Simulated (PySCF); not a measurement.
C6H7O3S2 (charge -1).
SMILES: `CCc1ccc(S(=O)(=O)[O-])s1`

Torsions of this conformer, `[CH3:1][CH2:2][c:3]1[cH:4][cH:5][c:6]([S:7](=[O:8])(=[O:9])[O-:10])[s:11]1`: C1–C2–C3–C4 -109°, C5–C6–S7–O8 58°.

The closed-shell ground state was solved at several levels (PySCF, density fitting, gas phase, non-relativistic). Isolated species at its PBE0-D3(BJ)/def2-SVP geometry (one conformer only). The geometry's basis has no diffuse functions, a weakness for an anion. No diffuse functions stand in pcSseg-1 and pcSseg-2, which bears on an anion's orbital energies.

| level | basis functions | total energy (Eh) | HOMO (eV) | LUMO (eV) | gap (eV) |
| --- | --- | --- | --- | --- | --- |
| wB97X-D/def2-SVPD | 299 | -1254.2086 | -4.73 | 4.23 | 8.96 |
| B3LYP/pcSseg-2 | 508 | -1255.2320 | -2.51 | 2.37 | 4.88 |

(1) What might PBE0/pcSseg-1 (236 basis functions) give for the same quantities?

(2) Over all these levels, which gives the widest orbital gap and which the narrowest?

Results:

(1) Total energy -1254.0481 Eh, HOMO -2.44 eV, LUMO 2.86 eV, gap 5.30 eV.

(2) wB97X-D/def2-SVPD (range-separated hybrid) has the widest, 8.96 eV, and B3LYP/pcSseg-2 (global hybrid, 20 % exact exchange) the narrowest, 4.88 eV. Functional and basis both differ between the two, so the spread mixes both effects.

wB97X-D is run here without its empirical dispersion term; that term would change no orbital, density or response property at a fixed geometry.
